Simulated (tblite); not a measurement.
Task: Write Cartesian coordinates for `C[C@@H]1[C@H]([SiH3])C[P@@H]1=O` as optimised with GFN2-xTB.

Result: 
```xyz
18
C4H11OPSi angstrom
C     -0.855    1.320   -0.872
C     -0.707    0.638    0.476
C      0.568   -0.225    0.647
Si     2.165    0.352   -0.205
C     -0.014   -1.564    0.140
P     -1.705   -0.926    0.490
O     -2.853   -1.166   -0.384
H     -0.745    0.596   -1.678
H     -1.850    1.757   -0.954
H     -0.114    2.107   -1.000
H     -0.864    1.359    1.280
H      0.755   -0.324    1.720
H      2.011    0.296   -1.658
H      3.234   -0.557    0.210
H      2.453    1.719    0.232
H      0.339   -2.460    0.645
H      0.110   -1.698   -0.936
H     -1.935   -1.219    1.837
```

Orientation and origin are arbitrary. Atoms count from 1 in this order. The 3 C–C bonds span 1.518 Å (C1–C2, drawn single) to 1.549 Å (C2–C3, drawn single), a spread of 0.031 Å. Si4 (SiH3 silicon) is tetrahedral (angles from 107.3° to 110.7°). Of the pairs four or more bonds apart, Si4···H10 is among the closest relative to their van der Waals radii: 2.98 Å, 90 % of the sum of Bondi's values. P6 (phosphoryl phosphorus) has angles from 78.3° to 123.8°.

Bonds between heavy atoms (Å): C1–C2 1.518, C2–C3 1.549, C3–Si4 1.900, C3–C5 1.545, C5–P6 1.840, P6=O7 1.463, C2–P6 1.855.

Computed geometry: GFN2-xTB, gas phase.

Point group: C1 (no symmetry element, even within 0.4 Å). Its GFN2-xTB frequencies are all real (lowest 78 cm⁻¹). One conformer, not necessarily the lowest (C1–C2–C3–Si4 35°, C2–C3–C5–P6 -21°, C3–C5–P6–O7 140°, C1–C2–P6–C5 99°).
